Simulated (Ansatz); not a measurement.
C₄H₄N₂, triplet, geometry from GFN2-xTB (a higher spin typed on purpose: for a closed-shell molecule this is an excited state), with bond 10-6 at 2.4 times its length; SC-NEVPT2/6-31G, CASSCF(4,6) in Ansatz (a quantum-chemistry and plane-wave program).

Input for Ansatz:
Ansatz 0.2 input:
```yaml
crystal:
  periodic: [false, false, false]
  atoms:
    - {symbol: C, position_ang: [-1.37318465, 0.08216293, -0.00100551]}
    - {symbol: C, position_ang: [-0.72140607, -1.13742912, -0.01256398]}
    - {symbol: N, position_ang: [0.65401342, -1.17491160, -0.01109996]}
    - {symbol: C, position_ang: [1.35936842, -0.08133625, 0.00099539]}
    - {symbol: N, position_ang: [0.78942773, 1.08854495, 0.01215692]}
    - {symbol: C, position_ang: [-0.58064876, 1.21533608, 0.01161055]}
    - {symbol: H, position_ang: [-2.44993759, 0.14658921, -0.00179396]}
    - {symbol: H, position_ang: [-1.22678749, -2.08622787, -0.02291498]}
    - {symbol: H, position_ang: [2.43716698, -0.14582510, 0.00178461]}
    - {symbol: H, position_ang: [-1.51342026, 3.62083779, 0.03488179]}
basis:
  gaussian:
    orbitals: 6-31G
correlation: {method: sc_nevpt2, electrons: all, active_space: {window: {electrons: 4, orbitals: 6}}}
magnetization: {spin_polarized: false, initial_magnetization: 2}
```

Output, abridged:

```
Functional definition: HF
900 factors; integrals over basis functions are off by at most 2.5e-4 eV
mean field evaluation 1: about -7136.3570 eV, gradient 2.8e1 eV
mean field evaluation 2: about -7136.3715 eV, gradient 2.8e1 eV
mean field evaluation 4: about -7139.8244 eV, gradient 6.5e0 eV
mean field evaluation 8: about -7140.0745 eV, gradient 2.8e-1 eV
mean field -7140.07441297 eV, -262.3928949604 hartree, gradient 1.8e-6 eV, S^2 2.000000; 0 other end points of the search recorded, 0 dependent functions left out
reference -7140.07441297 eV, -262.3928949604 hartree; 22, 20 occupied and 40, 42 virtual orbitals, 900 factors
state -7140.73811729 eV, -262.4172856443 hartree
state -7140.73811729 eV, -262.4172856443 hartree; corrected -7154.91250628 eV, -262.9381848320 hartree
state -7140.69682338 eV, -262.4157681211 hartree
state -7140.69682338 eV, -262.4157681211 hartree; corrected -7154.92589562 eV, -262.9386768809 hartree
state -7140.69682338 eV, -262.4157681211 hartree; corrected -7154.92589562 eV, -262.9386768809 hartree
WARN: the results are in doubt because another end's mean lies 0.041 eV lower, and its corrected mean 0.013 eV higher
Total energy: -7154.92589562 eV, -262.9386768809 hartree
In doubt: another end's mean lies 0.041 eV lower, and its corrected mean 0.013 eV higher
```
